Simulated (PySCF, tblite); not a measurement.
Isomers of [C6H11OS]- (charge -1), one GFN2-xTB conformer each. Single-point energies are computed at PBE0/pcSseg-1 (PySCF, gas phase, no added dispersion term), electronic only.

```json
{"SMILES": "C[C@@H](O)C[C@@H]1C[C@H]1[S-]", "GFN2-xTB relative energy (kJ/mol)": "18.8"}
{"SMILES": "C[C@@H](O)C[C@@H]1C[C@@H]1[S-]", "GFN2-xTB relative energy (kJ/mol)": "0.0"}
```

Conformers: `[CH3:1][C@@H:2]([OH:3])[CH2:4][C@@H:5]1[CH2:6][C@H:7]1[S-:8]` (charge -1) with C1–C2–O3–H 169°, C1–C2–C4–C5 179°, C2–C4–C5–C6 158°; `[CH3:1][C@@H:2]([OH:3])[CH2:4][C@@H:5]1[CH2:6][C@@H:7]1[S-:8]` (charge -1) with C1–C2–O3–H 100°, C1–C2–C4–C5 -174°, C2–C4–C5–C6 156°.

Q: What does PBE0/pcSseg-1 give for the same structures?

A: 
```
                        SMILES  PBE0/pcSseg-1 E (Eh)  PBE0/pcSseg-1 (kJ/mol)  GFN2-xTB (kJ/mol)  point group
C[C@@H](O)C[C@@H]1C[C@@H]1[S-]            -708.13342                     0.0                0.0           C1
 C[C@@H](O)C[C@@H]1C[C@H]1[S-]            -708.12418                    24.3               18.8           C1
```

Both levels put the same isomer lowest. C[C@@H](O)C[C@@H]1C[C@@H]1[S-] and C[C@@H](O)C[C@@H]1C[C@H]1[S-] are stereoisomers, 24.3 kJ/mol apart in the conformers taken.

Q: What happens when harmonic zero-point energies from GFN2-xTB frequencies are added?

A: 
```tsv
SMILES	ZPE (kJ/mol)	electronic (kJ/mol)	with ZPE (kJ/mol)
C[C@@H](O)C[C@@H]1C[C@@H]1[S-]	410.9	0.0	0.0
C[C@@H](O)C[C@@H]1C[C@H]1[S-]	412.9	24.3	26.3
```

The zero-point energies span 2.0 kJ/mol. The order is unchanged.

Q: As an exercise, what shares would exp(−E/RT) give at 2000 K from these electronic energies alone (no entropy, no degeneracies)?

A: RT = 16.629 kJ/mol: C[C@@H](O)C[C@@H]1C[C@@H]1[S-] 81.1 %, C[C@@H](O)C[C@@H]1C[C@H]1[S-] 18.9 %.
